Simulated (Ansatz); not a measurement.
cis-NiH2(PH3)2 (NiP2H8): single points at one geometry.

```yaml
crystal:
  periodic: [false, false, false]
  atoms:
    - {symbol: Ni, position_ang: [0.582857, 0.581175, 0.028681]}
    - {symbol: P, position_ang: [-1.497316, 1.000043, 0.025775]}
    - {symbol: P, position_ang: [0.997567, -1.498408, -0.048313]}
    - {symbol: H, position_ang: [2.017619, 0.859938, 0.051003]}
    - {symbol: H, position_ang: [0.864831, 2.014355, 0.085530]}
    - {symbol: H, position_ang: [-2.564003, 0.048656, -0.014708]}
    - {symbol: H, position_ang: [-2.005258, 1.829840, -1.012274]}
    - {symbol: H, position_ang: [-2.023822, 1.760596, 1.106685]}
    - {symbol: H, position_ang: [1.784655, -2.058219, 0.996270]}
    - {symbol: H, position_ang: [1.799434, -1.975662, -1.122238]}
    - {symbol: H, position_ang: [0.043425, -2.562314, -0.096412]}
basis:
  gaussian: {orbitals: def2-SVP, initial_orbitals: start.molden}
hamiltonian: {xc: pbe, dispersion: d4}
scf: {omitted_lower_state_checks: [starts]}
output: {orbitals: {seedname: orbitals}}
```

The file start.molden holds the orbitals of an earlier run on this structure, at another level or in another basis.

```sh
$ ansatz run in.yaml --threads 2 --pin off --events-out ev --progress --plain --max-ram 4352MiB
```

Output, abridged:

```
Functional definition: PBE
1270 factors; their error is unknown
mean field evaluation 1: about -59723.8954 eV, gradient 1.2e1 eV
mean field evaluation 2: about -59724.4085 eV, gradient 1.7e0 eV
mean field evaluation 4: about -59724.3776 eV, gradient 1.3e-1 eV
mean field evaluation 8: about -59724.3777 eV, gradient 1.5e-5 eV
mean field -59724.37766960 eV, -2194.8303967208 hartree, gradient 1.5e-5 eV, S^2 0.000000; 0 other end points of the search recorded, 0 dependent functions left out
reference -59724.37772694 eV, -2194.8303988278 hartree; 33, 33 occupied and 74, 74 virtual orbitals, 1270 factors
Total energy: -59724.64799217 eV, -2194.8403308917 hartree
Checks for a lower state left out: starts
```

Hardware: 2 threads of Arm Neoverse V1 on a shared host. Wall time 2.1 s.

The first input with `gaussian: {orbitals: def2-TZVP, initial_orbitals: start.molden}`, `hamiltonian: {xc: {name: PBE-QIDH}}` and without the key `output` (abridged; 8 s):

```
Functional definition: PBE-QIDH
mean field -59716.07517878 eV, -2194.5252858107 hartree, gradient 2.1e-6 eV, S^2 0.000000
15 core orbitals not correlated: weight in the atoms' cores, before any rotation towards them, 1.000 or more for the frozen orbitals, at most 0.000 for the correlated occupied ones
second order -38.52623639 eV of doubles, -0.00000000 eV of singles
Total energy: -59728.91727341 eV, -2194.9972240837 hartree
Checks for a lower state left out: starts
```

First input, but with `gaussian: {orbitals: def2-TZVP, initial_orbitals: start.molden}`, `output: {forces: true, orbitals: {seedname: orbitals}}` (abridged; 4.1 s):

```
Functional definition: PBE
mean field -59737.60135143 eV, -2195.3163580645 hartree, gradient 7.6e-6 eV, S^2 0.000000
Total energy: -59737.87167127 eV, -2195.3262921353 hartree
Atom 0 force    -0.346993    -0.346013    -0.016507 eV/Å
Atom 1 force    -0.085131    -0.005164    -0.000363 eV/Å
Atom 2 force    -0.005343    -0.085060    -0.003343 eV/Å
Atom 3 force     0.279449     0.189397     0.009706 eV/Å
Atom 4 force     0.190134     0.278870     0.012137 eV/Å
Atom 5 force    -0.014441    -0.025460    -0.001064 eV/Å
Atom 6 force    -0.034825     0.040511    -0.029829 eV/Å
Atom 7 force    -0.035762     0.038006     0.031896 eV/Å
Atom 8 force     0.039014    -0.036457     0.029894 eV/Å
Atom 9 force     0.039405    -0.034243    -0.031877 eV/Å
Atom 10 force    -0.025508    -0.014389    -0.000650 eV/Å
Dipole moment:    -0.418698    -0.417504    -0.020053 e Å
Checks for a lower state left out: starts
```

The first input with `gaussian: {orbitals: def2-TZVP, initial_orbitals: start.molden}`, `hamiltonian: {xc: pbe0, dispersion: d4}` (abridged; 4.8 s):

```
Functional definition: PBE0
mean field -59738.28571824 eV, -2195.3415080808 hartree, gradient 2.4e-5 eV, S^2 0.000000
Total energy: -59738.51622662 eV, -2195.3499791078 hartree
Checks for a lower state left out: starts
```

As the first input, with `gaussian: {orbitals: def2-TZVP, initial_orbitals: start.molden}`, `hamiltonian: {xc: pbe}`, `correlation: {method: rpa}` and without the key `output` (abridged; 6 s):

```
Functional definition: PBE
mean field -59737.60131109 eV, -2195.3163565821 hartree, gradient 2.8e-6 eV, S^2 0.000000
15 core orbitals not correlated: weight in the atoms' cores, before any rotation towards them, 1.000 or more for the frozen orbitals, at most 0.000 for the correlated occupied ones
Total energy: -59711.68730762 eV, -2194.3640345197 hartree
Checks for a lower state left out: starts
```

First input, but with `gaussian: {orbitals: def2-TZVP, initial_orbitals: start.molden}`, `correlation: {method: ccsd_t}` and without the key `hamiltonian` (abridged; 92 s):

```
Functional definition: HF
mean field -59669.62354288 eV, -2192.8182196773 hartree, gradient 5.6e-6 eV, S^2 0.000000; unrestricted orbitals would lower it
15 core orbitals not correlated: weight in the atoms' cores, before any rotation towards them, 1.000 or more for the frozen orbitals, at most 0.000 for the correlated occupied ones
second order -31.79834753 eV of doubles, -0.00000000 eV of singles
cycle   1  -26.09780792 eV  change     5.7e0 eV  update   3.9e-1
cycle   2  -29.43110034 eV  change    -3.3e0 eV  update   2.8e-1
cycle   3  -30.02835481 eV  change   -6.0e-1 eV  update   1.2e-1
cycle   4  -29.97640760 eV  change    5.2e-2 eV  update   6.1e-2
cycle   5  -29.97116986 eV  change    5.2e-3 eV  update   2.0e-2
cycle   6  -29.97995657 eV  change   -8.8e-3 eV  update   1.0e-2
cycle   7  -29.96648605 eV  change    1.3e-2 eV  update   7.9e-3
cycle   8  -29.95367680 eV  change    1.3e-2 eV  update   3.8e-3
cycle   9  -29.95730585 eV  change   -3.6e-3 eV  update   2.1e-3
cycle  10  -29.96230080 eV  change   -5.0e-3 eV  update   1.3e-3
cycle  11  -29.96094606 eV  change    1.4e-3 eV  update   6.1e-4
cycle  12  -29.96052789 eV  change    4.2e-4 eV  update   3.7e-4
cycle  13  -29.96070455 eV  change   -1.8e-4 eV  update   1.7e-4
cycle  14  -29.96057953 eV  change    1.3e-4 eV  update   1.1e-4
cycle  15  -29.96055995 eV  change    2.0e-5 eV  update   4.1e-5
cycle  16  -29.96061289 eV  change   -5.3e-5 eV  update   2.7e-5
cycle  17  -29.96062764 eV  change   -1.5e-5 eV  update   1.1e-5
perturbative correction -1.29231320 eV, -0.0474916342 hartree
Total energy: -59700.87648372 eV, -2193.9667440692 hartree
Checks for a lower state left out: starts
```

As the first input, with `gaussian: {orbitals: def2-TZVP, initial_orbitals: start.molden}`, `hamiltonian: {xc: {name: B2PLYP}}` and without the key `output` (abridged; 8 s):

```
Functional definition: B2PLYP
mean field -59728.28352760 eV, -2194.9739343546 hartree, gradient 2.2e-6 eV, S^2 0.000000
15 core orbitals not correlated: weight in the atoms' cores, before any rotation towards them, 1.000 or more for the frozen orbitals, at most 0.000 for the correlated occupied ones
second order -42.63571992 eV of doubles, -0.00000000 eV of singles
Total energy: -59739.79537556 eV, -2195.3969869642 hartree
Checks for a lower state left out: starts
```

Geometry: PBE0-D4/def2-SVP.

Correlated methods freeze 15 core orbitals; core or outer-core shells of Ni are correlated, in sets that lack core-valence functions. The restricted singlet is unstable towards broken spin symmetry in Hartree–Fock (as tested in another run); at PBE-D4/def2-SVP, PBE-QIDH/def2-TZVP, PBE-D4/def2-TZVP, PBE0-D4/def2-TZVP and others this wasn't settled. At CCSD(T)/def2-TZVP the restricted singlet (for correlated methods, its reference) is unstable: a solution with broken spin symmetry lies lower.
